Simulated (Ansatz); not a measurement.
CH5Cl2GeN, SMILES `C[NH][GeH]([Cl])[Cl]`, relaxed with RKS PBE0-D4/def2-TZVP in Ansatz from a PBE-D4/def2-SVP geometry. The force threshold is 0.005 eV/Å; the program also tests the step.

The species carries charge 0 and has multiplicity 1.

Start:

```xyz
10

C    -0.616   -1.333   -0.165
N    -0.669    0.030    0.353
Ge    0.822    1.084    0.280
Cl    1.672    1.197   -1.737
Cl    0.159    3.066    0.847
H    -0.529   -1.406   -1.275
H    -1.522   -1.893    0.147
H     0.254   -1.869    0.269
H    -1.508    0.542    0.060
H     1.936    0.582    1.220
```

How much energy does the relaxation release, and in how many steps? (An estimate is asked.)

Computed: 4.56 kJ/mol, in 7 steps.

Which bonds change most? (An estimate is asked.)

Computed: Ge3–Cl4 from 2.192 to 2.160 Å; Ge3–Cl5 from 2.166 to 2.136 Å; N2–Ge3 from 1.827 to 1.807 Å; C1–H6 from 1.115 to 1.097 Å.

Give the relaxed structure. (Estimate.)

Ansatz gave: 
```xyz
10

C    -0.607   -1.325   -0.159
N    -0.679    0.041    0.331
Ge    0.803    1.073    0.278
Cl    1.651    1.210   -1.705
Cl    0.190    3.037    0.850
H    -0.531   -1.405   -1.250
H    -1.489   -1.881    0.167
H     0.263   -1.827    0.272
H    -1.509    0.528    0.022
H     1.908    0.550    1.194
```
